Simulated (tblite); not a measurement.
C5H9FO2.
SMILES with atom numbers: `[CH3:1][C@@H:2]([CH2:3][CH2:4][F:5])[O:6][CH:7]=[O:8]` (hydrogens: H9, H10, H11 on C1; H12 on C2; H13, H14 on C3; H15, H16 on C4; H17 on C7)

Computed with GFN2-xTB (tblite), gas phase: nudged elastic band of 9 images (0 to 8), spring 0.2 eV/Å², climbing image at the end, force threshold 0.05 eV/Å. No saddle search or frequency run followed, so the top image need not be a first-order saddle, and its height can exceed the method's true barrier by a kcal/mol or more.

The band describes a rotation about C3–C4 (chain CH2 carbon, sp3 C–F carbon), followed by the dihedral C2–C3–C4–F5, from the optimised start (175°) to a second optimised geometry at -76°.

**Question.** Give the energy profile along the converged band.

**Answer.** 
```json
{"image": "0", "dihedral (°)": "175", "E (eV)": "0.000", "C3–C4 (Å)": "1.524", "C2···F5 (Å)": "3.72", "largest true force (eV/Å)": "0.01"}
{"image": "1", "dihedral (°)": "-172", "E (eV)": "0.007", "C3–C4 (Å)": "1.524", "C2···F5 (Å)": "3.72", "largest true force (eV/Å)": "0.03"}
{"image": "2", "dihedral (°)": "-159", "E (eV)": "0.029", "C3–C4 (Å)": "1.526", "C2···F5 (Å)": "3.70", "largest true force (eV/Å)": "0.04"}
{"image": "3", "dihedral (°)": "-146", "E (eV)": "0.058", "C3–C4 (Å)": "1.529", "C2···F5 (Å)": "3.66", "largest true force (eV/Å)": "0.04"}
{"image": "4", "dihedral (°)": "-132", "E (eV)": "0.080", "C3–C4 (Å)": "1.531", "C2···F5 (Å)": "3.59", "largest true force (eV/Å)": "0.04"}
{"image": "5", "dihedral (°)": "-119", "E (eV)": "0.084", "C3–C4 (Å)": "1.532", "C2···F5 (Å)": "3.49", "largest true force (eV/Å)": "0.03"}
{"image": "6", "dihedral (°)": "-105", "E (eV)": "0.068", "C3–C4 (Å)": "1.530", "C2···F5 (Å)": "3.38", "largest true force (eV/Å)": "0.04"}
{"image": "7", "dihedral (°)": "-91", "E (eV)": "0.041", "C3–C4 (Å)": "1.527", "C2···F5 (Å)": "3.24", "largest true force (eV/Å)": "0.04"}
{"image": "8", "dihedral (°)": "-76", "E (eV)": "0.013", "C3–C4 (Å)": "1.524", "C2···F5 (Å)": "3.10", "largest true force (eV/Å)": "0.01"}
```

Barriers of this band. The top is image 5 at -119°: 0.084 eV forward and 0.071 eV back; the end lies 0.013 eV above the start. The central bond is 0.008 Å longer at the top than at the start.

Other torsions move too; by image: C1–C2–O6–C7 (123, 123, 123, 124, 124, 124, 124, 124, 138°).

**Question.** What rate follows at 350 K for crossing this barrier forward?

**Answer.** Taking the electronic barrier for the free energy of activation (no zero-point or entropy terms, transmission 1), rate = (kT/h)·exp(−ΔE/kT) ≈ 5 × 10^11 s⁻¹, whose inverse is 2 × 10^-12 s. An error of 1 kcal/mol in the barrier changes this by a factor of 4, and the method and the loose band can each miss by that much or more. The barrier is only 2.8 kT, where transition-state theory is rough.

**Question.** How would the two end points share their population at 350 K, from these energies alone?

**Answer.** exp(−ΔE/kT) with ΔE = 0.013 eV gives 0.65 for the higher one (end) against 1 for the lower, without vibrational, rotational or degeneracy terms. GFN2-xTB can put conformers this close in the wrong order.

**Question.** How long is the path, and how are the images spaced?

**Answer.** Cartesian distances between aligned neighbours (all atoms, Å): 0.42, 0.42, 0.42, 0.43, 0.42, 0.44, 0.47, 0.69; the sum is 3.71 Å, and the top lies 57 % of the way along.

What follows is the cost of the whole band run. On an Arm Neoverse V1 with one thread (shared host), this took 2.7 s of wall time and 0.18 GiB of memory at its peak.
